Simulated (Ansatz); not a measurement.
CH5ClOSi, SMILES `O[SiH2]CCl` at its PBE0-D4/def2-TZVP geometry, where that method's forces vanish. Total charge 0; spin multiplicity 1.

```xyz
9

O     0.3224    1.4784    1.0652
Si   -0.6724    0.4979    0.2027
C     0.3345   -0.7428   -0.7907
Cl    1.3794   -1.6376    0.3587
H     0.9611    1.0397    1.6316
H    -1.4340    1.3790   -0.7154
H    -1.5962   -0.2753    1.0729
H     0.9913   -0.2637   -1.5173
H    -0.2861   -1.4757   -1.3077
```

Problem. What forces (eV/Å) does r2SCAN-D4/def2-TZVPP give on these atoms in Ansatz? (Best estimate.)

Solution. The calculation gave: 
```
O1   0.014  0.038  0.003
Si2 -0.047 -0.019  0.007
C3  -0.178  0.140 -0.186
Cl4  0.155 -0.126  0.175
H5   0.017 -0.008  0.017
H6   0.015 -0.016  0.014
H7   0.008  0.008 -0.021
H8  -0.005 -0.019 -0.001
H9   0.021  0.001 -0.009
```
